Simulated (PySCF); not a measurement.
C4H7IO.
Atom-mapped SMILES: `[CH3:1][O:2][CH2:3]/[CH:4]=[CH:5]/[I:6]` (hydrogens: H7, H8, H9 on C1; H10, H11 on C3; H12 on C4; H13 on C5)

Theory: PySCF 2.14.0, PBE0-D3(BJ)/def2-SVP geometry optimisation, gas phase, def2 core potentials past Kr.

**Question.** What internal coordinates does the optimisation give?

**Answer.** 
```
          bond  length (Å)
         C1–O2       1.393
         O2–C3       1.389
         C3–C4       1.494
         C4=C5       1.330
         C5–I6       2.089
  C1–H7, C1–H9       1.108
         C1–H8       1.099
C3–H10, C3–H11       1.113
        C4–H12       1.095
        C5–H13       1.091
```

Bonds in one row agree within 0.01 Å and their mean is given. A selection of angles:
```
     angle  degrees
  O2–C1–H7    112.0
  O2–C1–H8    107.9
  H7–C1–H8    108.5
  C1–O2–C3    113.7
  O2–C3–C4    111.1
 O2–C3–H10    111.1
 C4–C3–H10    108.8
H10–C3–H11    105.6
  C3–C4–C5    122.8
 C3–C4–H12    116.0
 C5–C4–H12    121.3
  C4–C5–I6    123.5
 C4–C5–H13    122.2
 I6–C5–H13    114.3
```

Torsions: C1–O2–C3–C4 180° (antiperiplanar); O2–C3–C4–C5 0° (synperiplanar); C3–C4–C5–I6 180° (antiperiplanar).

O2 (ether oxygen) is bent (angle 113.7°). The C–C distances run from 1.330 Å (C4=C5, drawn double) to 1.494 Å (C3–C4, drawn single), a spread of 0.164 Å. Of the pairs four or more bonds apart, O2···H13 is among the closest relative to their van der Waals radii: 2.40 Å, 88 % of the sum of Bondi's values. The 6 heavy atoms lie in one plane (0.001 Å rms).

Point group: Cs (every atom within 0.08 Å of its image). PBE0-D3(BJ)/def2-SVP frequencies: not computed here. One conformer, not necessarily the lowest.

The run took 64 s of wall time on an Arm Neoverse V1 with one thread (shared host), and the process peaked at 0.55 GiB of memory. These figures are those of the optimisation.
